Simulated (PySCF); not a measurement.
F3Ge, SMILES [F][Ge]([F])[F] (connectivity only; charge and spin as stated), charge +1, multiplicity 1. Coordinates come from a B3LYP-D3(BJ)/def2-SVP optimisation. The spin state was assumed, not searched. The isomer is the one that the SMILES or the coordinates give; other isomers of the formula were not compared.

Calculation: B3LYP-D3(BJ)/def2-SVP run with PySCF.

Harmonic wavenumbers (cm⁻¹): 210, 210, 213, 745, 875, 875. Rotational constants (GHz): 6.369, 6.369, 3.184; symmetry number 6.

Question: Work out the zero-point energy and the ideal-gas rigid-rotor harmonic-oscillator thermochemistry at 298.15 K and 1 atm.

Answer: ZPE = ½ Σ hcν = ½ × 3129 cm⁻¹ = 4.47 kcal/mol. H − E(el) = 8.00 kcal/mol. Entropy in cal/(mol K): translation 40.49, rotation 21.76, vibration 6.67, total 68.92. G − E(el) = -12.55 kcal/mol. Cp = 15.24 cal/(mol K).
